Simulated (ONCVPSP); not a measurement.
# Before and after: ONCV potential for germanium (Ge)

ONCVPSP 4.0.1 input, shortened (lines: element, Z, core and valence counts, functional; n l f; lmax; l rc ep ncon nbas qcut; lloc lpopt rc5 dvloc0; l nproj debl; icmod fcfact rcfact), PBEsol, scalar-relativistic:

```
  Ge 32.00    6    2  -116133      upf
    1    0    2.00
    2    0    2.00
    2    1    6.00
    3    0    2.00
    3    1    6.00
    3    2   10.00
    4    0    1.00
    4    1    3.00
    1
    0    1.60    0.00    3    7    4.70
    1    2.10    0.00    3    8    4.50
    4    5    1.35    4.00
    0    1    2.10
    1    2    1.20
    3    2.25    1.60
```

Change: p: rc 2.02.

Cutoffs: the cutoffs (Ha) at which the residual kinetic energy of the hardest occupied pseudo-wave falls to 1 and 0.1 mHa per electron; they do not see the model core or the augmentation charge, which bear on the density cutoff. Errors are all-electron minus pseudo energies relative to the spin-unpolarised reference configuration.

How do hardness, ghosts and transferability respond?

The potential gets neither clearly harder nor softer (8.9 Ha and 12 Ha → 8.9 Ha and 12 Ha); of the 4 tests that both files solve, the error grows in 1 and shrinks in 0 by more than 15 % and 0.3 meV (median size 5.0 → 5.4 meV); neither file shows a bound ghost.

```csv
quantity,base,changed
"cutoff, loose",8.9 Ha,8.9 Ha
"cutoff, tight",12 Ha,12 Ha
loose cutoff by channel,"s 8.9 Ha, p 5.2 Ha","s 8.9 Ha, p 5.8 Ha"
bound ghosts,none,none
GHOST(+) flags under 300 eV,none,none
"error for 4s2 4p2, meV [ΔE -7.98 eV]",-2.9,-3.3
"error for 4s2 4p1, meV [ΔE -0.53 eV]",-6.2,-6.5
"error for 4s2 4p0, meV [ΔE 14.92 eV]",-97,-96
"error for 4s0 4p4, meV [ΔE 8.23 eV]",-3.7,-4.4
s: phases at 1.62 bohr within 0.05 rad from the reference energy up to (Ha; the scan ends near 5),1.4,1.4
"rms error of d²Exc/dni dnj with the model core, mHa",0.85,0.85
```
